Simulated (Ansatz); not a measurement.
Reaction (ligand exchange at the Si–C bond): `FC[SiH2]CF` + HI → `FC[SiH2]I` + `CF`

Gas-phase electronic energies from Ansatz, PBE0-D4/def2-TZVP geometries. CBS: MP2 limit from def2 TZ/QZ plus the TZ coupled-cluster correction, frozen cores. This one scheme is used for every species. Functionals use def2-TZVPP. B3LYP here is the variant with VWN-RPA as its local correlation; programs differ in this. def2 core potentials past Kr. For I outer-core shells are correlated without core-valence functions, which leaves a few kJ/mol of doubt a bond. Each species was taken in one conformer, which may not be the lowest.

| level | ΔE (kcal/mol) | difference from CCSD(T)/CBS |
| --- | --- | --- |
| PBE-D4 | -24.0 | 1.8 |
| r2SCAN-D4 | -24.7 | 1.1 |
| PBE0-D4 | -25.3 | 0.5 |
| B3LYP-D4 | -24.1 | 1.7 |
| ωB97X-V | -23.9 | 1.9 |
| ωB97M-V | -23.8 | 2.0 |
| B2PLYP | -24.6 | 1.2 |
| PBE | -23.8 | 2.0 |
| r2SCAN | -24.7 | 1.1 |
| PBE0 | -25.1 | 0.7 |
| B3LYP | -23.7 | 2.1 |
| HF/def2-TZVPP | -26.6 | -0.8 |
| MP2/def2-TZVPP | -26.6 | -0.8 |
| SCS-MP2/def2-TZVPP | -25.6 | 0.2 |
| CCSD/def2-TZVPP | -23.9 | 1.9 |
| CCSD(T)/def2-TZVPP | -23.9 | 1.9 |
| HF/def2-QZVPP | -26.7 | -0.9 |
| MP2/def2-QZVPP | -27.7 | -1.9 |
| SCS-MP2/def2-QZVPP | -26.6 | -0.8 |
| HF/CBS(def2) | -26.7 | -0.9 |
| MP2/CBS(def2) | -28.5 | -2.7 |
| CCSD/CBS(def2) | -25.8 | 0.0 |
| CCSD(T)/CBS | -25.8 | 0 |

Largest T1 diagnostic among the species: 0.011.

From PBE to PBE0 (25 % exact exchange), in def2-TZVPP and without D4, ΔE moves by −1.3 kcal/mol.
